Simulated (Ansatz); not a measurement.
`N[SiH]1[O][GeH2]1`, relaxed with RKS PBE-D4/def2-SVP in Ansatz 0.2.0 from a rough embedded geometry. The force threshold is 0.03 eV/Å; the program also tests the step.

Charge 0, multiplicity 1.

Start:

```xyz
9

N     1.006   -1.434    0.447
Si    0.251    0.083    0.817
O     0.699    1.186   -0.367
Ge   -0.943    1.019   -0.898
H     0.617   -1.816   -0.439
H     0.671   -2.172    1.200
H     0.429    0.702    2.159
H    -1.793    2.258   -0.627
H    -0.936    0.175   -2.291
```

```
         step  energy (eV)  largest force (eV/Å)  largest move (Å)
            1  -67985.4786                 2.851             0.000
            2  -67986.0638                 1.645             0.195
            3  -67986.2972                 1.110             0.180
            4  -67986.3831                 0.436             0.200
 5 (rejected)  -67986.3600                 1.075             0.200
            6  -67986.4094                 0.067             0.064
            7  -67986.4096                 0.058             0.040
            8  -67986.4103                 0.038             0.022
            9  -67986.4104                 0.039             0.007
10 (rejected)  -67986.4104                 0.032             0.008
           11  -67986.4105                 0.004             0.004
```

End:

```xyz
9

N     0.918   -1.538    0.603
Si    0.265    0.046    0.661
O     0.762    1.120   -0.512
Ge   -1.168    1.046   -0.868
H     1.034   -2.054   -0.271
H     0.932   -2.143    1.426
H     0.242    0.439    2.108
H    -1.692    2.515   -0.799
H    -1.294    0.570   -2.349
```

Run time 14 s (4 threads of an Intel Xeon Platinum 8175M on a shared host); peak host memory 0.17 GiB.
